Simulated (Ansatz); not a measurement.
SiHMe2(NMe2) (C₄H₁₃NSi). The state is a triplet with charge 0. Geometry PBE-D4/def2-SVP, that of the neutral singlet; atoms count from 1.

Cartesian coordinates in Å:
```
Si 0.312 -0.535 -0.712
H -0.415 -1.567 -1.542
C 0.768 0.906 -1.858
H -0.139 1.362 -2.307
H 1.420 0.566 -2.690
H 1.309 1.702 -1.305
C 1.886 -1.269 0.028
H 2.510 -1.704 -0.780
H 1.656 -2.074 0.754
H 2.501 -0.501 0.541
N -0.799 -0.097 0.581
C -2.190 0.164 0.277
C -0.356 0.474 1.835
H -2.856 -0.206 1.094
H -2.490 -0.358 -0.655
H -2.421 1.252 0.142
H 0.696 0.197 2.047
H -0.421 1.592 1.864
H -0.972 0.096 2.686
```

At PBE0-D4/def2-TZVP a singlet of charge 0 lies 5.65 eV below the triplet at the same geometry.

(1) Estimate the Mulliken populations from the PBE0/def2-TZVP orbitals of Ansatz.

(2) Where does the spin sit?

(3) And the Mayer bond orders between heavy atoms (over 0.3)?

## Answers

(1) 
```
atom  charge (e)  spin (α − β)
 Si1        0.07          0.28
  H2       -0.01          0.02
  C3       -0.27         -0.12
  H4        0.05          0.10
  H5        0.05          0.12
  H6        0.05          0.10
  C7       -0.43         -0.08
  H8        0.12          0.04
  H9        0.11          0.04
 H10        0.12          0.03
 N11        0.20          0.72
 C12        0.07         -0.42
 C13        0.06         -0.40
 H14       -0.02          0.25
 H15        0.02          0.15
 H16       -0.09          0.37
 H17        0.05          0.11
 H18       -0.09          0.38
 H19       -0.06          0.30
```
Mulliken values depend strongly on the basis.

(2) Summed by element: Si 0.28, H 2.03, C -1.02, N 0.72, of 2 unpaired in all. Largest on single atoms: N11 0.72, C12 -0.42, C13 -0.40.

(3) Si1–C3 0.89 (1.90 Å); Si1–C7 0.98 (1.89 Å); Si1–N11 0.75 (1.76 Å); N11–C12 1.07 (1.45 Å); N11–C13 1.06 (1.45 Å).
